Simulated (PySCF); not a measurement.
How methods differ on the ionisation energy of Ni²⁵⁺

Ni²⁵⁺ [He] 2s1 (2S) → Ni²⁶⁺ 1s2 (1S), as a difference of total energies. Calculation: PySCF 2.14, in an uncontracted even-tempered set (19 s from 6.5 bohr⁻², ratio 2.2; 8 p from 10 bohr⁻², ratio 2.4; 6 d from 30 bohr⁻², ratio 2.4; 5 f from 45 bohr⁻², ratio 2.4; 4 g from 68 bohr⁻², ratio 2.4); scalar relativity by spin-free X2C-1e. Correlated levels: nothing frozen; virtual orbitals above 40 to 60 times the deepest correlated orbital energy dropped. The calculations carry no spin-orbit coupling.

```json
{"method": "UHF", "ionisation energy (eV)": "2400.1"}
{"method": "LDA", "ionisation energy (eV)": "2397.1"}
{"method": "PBE", "ionisation energy (eV)": "2402.5"}
{"method": "PBE0", "ionisation energy (eV)": "2402.0"}
{"method": "r2SCAN", "ionisation energy (eV)": "2398.7"}
{"method": "BLYP", "ionisation energy (eV)": "2403.0"}
{"method": "BHandHLYP", "ionisation energy (eV)": "2402.1"}
{"method": "MP2 (all electrons)", "ionisation energy (eV)": "2400.2"}
{"method": "SCS-MP2 (all electrons)", "ionisation energy (eV)": "2400.2"}
```

For comparison: 2399.3 eV (theoretical estimate listed by NIST; NIST Atomic Spectra Database, ionization energies).
